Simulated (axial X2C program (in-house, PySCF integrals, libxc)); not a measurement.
# BrPtBr: the levels of the configuration d8 s0

Computed with an in-house all-electron X2C program for linear molecules (integrals from PySCF): two-component X2C with atomic mean-field Coulomb and Gaunt terms, basis Br dyall-v3z, Pt dyall-v3z (cores contracted in-house). Orbitals come from Hartree–Fock averaged over the configuration Pt d8 s0; CI then distributes these electrons over the d, s shells of Pt.

Br–Pt–Br held linear, both bonds 2.409 Å (near the minimum of the configuration average).

Active spinors (ω > 0):

| shell | ω | ε (eV) | character |
| --- | --- | --- | --- |
| d | 3/2 | -13.66 | 99% Pt d |
| d | 5/2 | -12.40 | 100% Pt d |
| d | 1/2 | -12.12 | 78% Pt d, 16% Br p, 5% Pt s |
| d | 3/2 | -11.28 | 86% Pt d, 12% Br p |
| d | 1/2 | -11.09 | 73% Pt d, 19% Pt s, 8% Br p |
| s | 1/2 | 1.27 | 63% Pt s, 16% Pt d, 14% Br p |

Lowest levels of this model:

| Ω | energy (cm⁻¹) | g∥ | configuration |
| --- | --- | --- | --- |
| 0 | 0 | 0.00 | 100% d8 |
| 1 | 119 | 2.55 | 100% d8 |
| 2 | 738 | 5.19 | 100% d8 |
| 4 | 1150 | 9.96 | 100% d8 |
| 3 | 1694 | 7.56 | 100% d8 |
| 0 | 5242 | 0.00 | 100% d8 |
| 1 | 5904 | 2.07 | 100% d8 |
| 2 | 8356 | 4.71 | 100% d8 |
| 0 | 8394 | 0.00 | 100% d8 |
| 1 | 8741 | 2.31 | 100% d8 |
| 3 | 9209 | 6.42 | 100% d8 |
| 2 | 10184 | 3.76 | 100% d8 |
| 1 | 14148 | 1.45 | 100% d8 |
| 2 | 14270 | 4.65 | 100% d8 |
| 0 | 15708 | 0.00 | 100% d8 |
| 0 | 16388 | 0.00 | 100% d8 |
| 0 | 17636 | 0.00 | 100% d8 |
| 0 | 20872 | 0.00 | 100% d8 |
| 3 | 23052 | 6.03 | 100% d8 |
| 0 | 24597 | 0.00 | 100% d8 |

g∥ is the magnitude of 2⟨Lz + ge Sz⟩ for the +Ω component.

This point took 7 s on 1 thread of Arm Neoverse V1, on a shared host.

Dynamic correlation is missing, so gaps between terms are too wide and other configurations may lie lower; the lowest level listed is that of this model, not necessarily the ground state. For d shells the ligand-field splittings (σ, π, δ) and their order can be off by a thousand cm⁻¹ or more. At most 4 roots were kept for each Ω > 0 (twice that for Ω = 0) within 3.2 eV of the lowest, so higher up levels can be missing between those listed; levels with Ω > 0 are doubly degenerate and listed once, Ω = 0 levels singly. The open spinors mix strongly with ligand orbitals, which this small active space describes poorly. Some active spinors are only partly of the character that their shell is named for, so the shell names and counts are nominal. States that fill the shells left empty in the average are placed too high. The molecule was held linear; bending was not examined.
